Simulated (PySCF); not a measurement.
# A search over the determinants of SeF

Unrestricted PBE0; basis Se cc-pVTZ-PP with ECP10, F cc-pVTZ; scalar-relativistic core potentials; PySCF 2.14. Outer shells of the fragments: Se 3d10 4s2 4p4; F 2s2 2p5.

Followed along the bond (rough minima from three points):

| 2Ms+1 | unpaired | ⟨S²⟩ at the start | R at minimum (Å) | Te (eV) |
| --- | --- | --- | --- | --- |
| 2 | π ↑ | 0.75 | 1.74 | 0.00 |
| 4 | σ ↑, π ↑↑ | 3.75 | none in the scan | ≤ 1.68 |

Solutions found at the starting distance of 1.730 Å, counted from the lowest of them; the search is not exhaustive and high or unbound solutions are not listed, so other states can lie among these:

| 2Ms+1 | unpaired | term | E (eV) | ⟨S²⟩ | ⟨Lz²⟩ | μ (D) |
| --- | --- | --- | --- | --- | --- | --- |
| 2 | π ↑ | ²Π | 0.00 | 0.75 | 1.01 | -1.44 |
| 4 | σ ↑, π ↑↑ | ⁴Σ⁻ | 2.12 | 3.75 | 0.00 | -1.32 |
| 2 | σ ↑, π ↑↓ | mixed | 2.83 | 1.76 | 2.02 | -1.21 |
| 2 | σ ↓, π ↑↑ | mixed | 2.85 | 1.76 | 0.00 | -1.19 |
| 2 | σ ↑ | mixed | 3.96 | 0.75 | 2.01 | -1.03 |
| 2 | π ↑ | ²Π | 7.56 | 0.76 | 1.01 | -0.74 |

A term symbol is given only where ⟨S²⟩ and ⟨Lz²⟩ are close to those of a pure state; real π, δ and φ orbitals otherwise mix terms. A positive dipole means Se(−)F(+).

Spin–orbit coupling is left out. Counting both spins, an empty level lies below a filled one in some of these solutions, because spin and occupation are held.
